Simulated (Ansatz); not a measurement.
`[Cl][GeH2][S][GeH3]` + `OC[SiH2]Br` → `[Cl][GeH2][SiH2]Br` + `OC[S][GeH3]`  (redistribution)

Gas-phase electronic energies from Ansatz, PBE0-D4/def2-TZVP geometries. CBS: MP2 limit from def2 TZ/QZ plus the TZ coupled-cluster correction, frozen cores. Functionals use def2-TZVPP. For Br, Ge outer-core shells are correlated without core-valence functions, which leaves a few kJ/mol of doubt a bond. Scalar relativity is left out up to krypton. One conformer a species, not always the lowest.

CCSD(T)/CBS gives +76.6 kJ/mol.

Task: Another level gave +70.7 kJ/mol. Which?
A. PBE/def2-TZVPP
B. SCS-MP2/def2-TZVPP
C. PBE0-D4/def2-TZVPP
D. CCSD/def2-TZVPP

Result: C. PBE0-D4 70.7, CCSD/def2-TZVPP 78.1, SCS-MP2/def2-TZVPP 82.2, PBE 63.7 kJ/mol.

Largest T1 diagnostic among the species: 0.012.

From PBE to PBE0 (25 % exact exchange), in def2-TZVPP and without D4, ΔE moves by +5.5 kJ/mol.

CCSD(T)/CBS has its own doubt, a few kJ/mol and more with outer-core shells, so smaller differences from it don't rank the levels.
